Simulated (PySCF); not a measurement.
# SrO2, singlet: computed properties

Level of theory: PySCF, PBE0, basis Sr def2-TZVP with ECP28, O def2-TZVP (scalar-relativistic core potentials, no spin–orbit coupling, density fitting).

The structure is a minimum.

Coordinates in bohr (charge 0 multiplicity 1):
```
Sr    0.0000    0.0000    0.0000
O     0.0000    0.0000    3.5913
O     0.0000    0.0000   -3.5913
```

```
Point group                                                                   : D∞h
Bond lengths                                                                  : Sr–O 1.900 Å (×2)
Bond angles                                                                   : O–Sr–O 180.0°
Rotational symmetry number                                                    : 2
Atomisation energy without zero-point energy                                  : 547 kJ/mol
Entropy at 298.15 K and 1 bar                                                 : 254.0 J/(mol K)
Lowest empty level                                                            : -3.84 eV
Rotational constants                                                          : 0.1459 cm⁻¹
Principal quadrupole moments (Buckingham, traceless) about the centre of mass : -21.86, 10.93, 10.93 D Å
Zero-point energy                                                             : 9.4 kJ/mol
Principal polarisabilities                                                    : 21.0, 21.0, 85.0 bohr³
Highest occupied level                                                        : -7.82 eV
Dipole moment                                                                 : 0.00 D
Heat capacity Cp at 298.15 K                                                  : 53.3 J/(mol K)
Enthalpy at 298.15 K above 0 K                                                : 12.57 kJ/mol
```

Harmonic modes (masses in u: Sr 87.906, O 15.995):
```json
{"symmetry": "πu", "ω (cm⁻¹)": "193", "IR (km/mol, summed over degenerate members)": "134", "μ (u)": "20.46"}
{"symmetry": "σg+", "ω (cm⁻¹)": "495", "IR (km/mol, summed over degenerate members)": "0.0", "μ (u)": "15.99"}
{"symmetry": "σu+", "ω (cm⁻¹)": "698", "IR (km/mol, summed over degenerate members)": "91.3", "μ (u)": "20.46"}
```

In D∞h the vibrations span πu + σg+ + σu+. The σg+ mode carries no infrared intensity, as symmetry demands. With a centre of inversion only u modes can be infrared active and only g modes Raman active.

Charges (e):
```
atom  Mulliken  Löwdin  polar tensor  Mayer order to Sr1
 Sr1      1.27    0.95          1.34                   –
O2,3     -0.64   -0.47         -0.67                0.93
```
Other Mayer orders above 0.3: O–O 0.58.

Mulliken populations on Sr1 (electrons outside its core potential): s 2.02, p 5.88, d 0.84.

Only a few start shapes were tried, so a lower isomer may exist. At this level a broken-symmetry Ms = 0 minimum of D∞h symmetry lies 102 kJ/mol below this structure. At the minimum of this search the closed-shell solution is unstable towards spin polarisation, so a lower open-shell solution exists.

The final relaxation and frequency run took 14 s on 2 threads of a shared Arm Neoverse V1 host, with 95 basis functions and 8 gradients; the process peaked at 0.85 GiB.
